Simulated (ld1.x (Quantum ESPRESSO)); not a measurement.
What the settings do to the TM potential of sulfur

Base potential:

sulfur, norm-conserving Troullier–Martins (Kleinman–Bylander form), made with ld1.x (Quantum ESPRESSO) 7.5 (PBE, non-relativistic). Core [Ne], reference 3s2 3p2 (charge +2). Waves: 3s (bound): rc 1.30 bohr; 3p (bound): rc 1.65 bohr. Local part: all-electron potential smoothed inside 1.15 bohr (lloc = -2). Core correction: Bessel-smoothed model core, default radius (core density twice the valence density).

All-electron outer shells of the reference configuration (PBE, non-relativistic, ld1.x):

| shell | level (eV) | outermost node (bohr) | outermost maximum (bohr) |
| --- | --- | --- | --- |
| 3s | -39.26 | 0.60 | 1.37 |
| 3p | -27.99 | 0.58 | 1.50 |

Cutoffs, loose and tight: the cutoffs (Ry, on a coarse ladder) from which the occupation-weighted sum of valence levels, in a spherical-Bessel basis at the reference potential, stays within 10 and 1 mRy of its value at 400 Ry. They do not see the model core or the augmentation charge, which bear on the density cutoff. Test errors are all-electron minus pseudo excitation energies from the reference, over the configurations 3s2 3p4; 3s2 3p3; 3s2 3p1; 3s0 3p6; 3s1 3p4; 3s1 3p5; 3s2 3p4.3. A dash means not determined; rows that change the core or the reference have their own tests.

A true bound ghost makes a file unfit for plane-wave use even where its test errors are small: the radial tests pick states by their node count and pass the ghost by.

The default core radius of the base comes out at 0.88 bohr.

| change | outcome | cutoff, loose | cutoff, tight | bound ghosts | largest test error (meV) |
| --- | --- | --- | --- | --- | --- |
| base | generated | 40 Ry | 60 Ry | none | +37 |
| type ultrasoft; waves now 3s (bound): rcut 1.15, rcutus 1.30 bohr; 3s channel at -2.1 Ry: rcut 1.15, rcutus 1.30 bohr; 3p (bound): rcut 1.45, rcutus 1.65 bohr; 3p channel at -1 Ry: rcut 1.45, rcutus 1.65 bohr; local potential all-electron potential smoothed inside 1.25 bohr (lloc = -1); augmentation built from norm-conserving waves at rcut, not smoothed further | generated | 25 Ry | 40 Ry | none | +14 |
| wave 3p (bound): rc 1.65 bohr becomes 3p (bound): rc 1.58 bohr | generated | 40 Ry | 60 Ry | none | +37 |
| core correction Bessel-smoothed model core inside 1.24 bohr | generated | 40 Ry | 60 Ry | none | +37 |

**Question.** What comes out with this change to the base: wave 3s (bound): rc 1.30 bohr becomes 3s (bound): rc 0.80 bohr?

**Answer.** outcome: generated; cutoff, loose: over 300 Ry; cutoff, tight: over 300 Ry; bound ghosts: s; largest test error (meV): -161.

**Question.** What comes out with this change to the base: reference 3s1 3p5?

**Answer.** outcome: generated; cutoff, loose: 25 Ry; cutoff, tight: 55 Ry; bound ghosts: none; largest test error (meV): +228.

**Question.** What comes out with this change to the base: local potential the s channel?

**Answer.** outcome: generated; cutoff, loose: 40 Ry; cutoff, tight: 70 Ry; bound ghosts: none; largest test error (meV): +31.
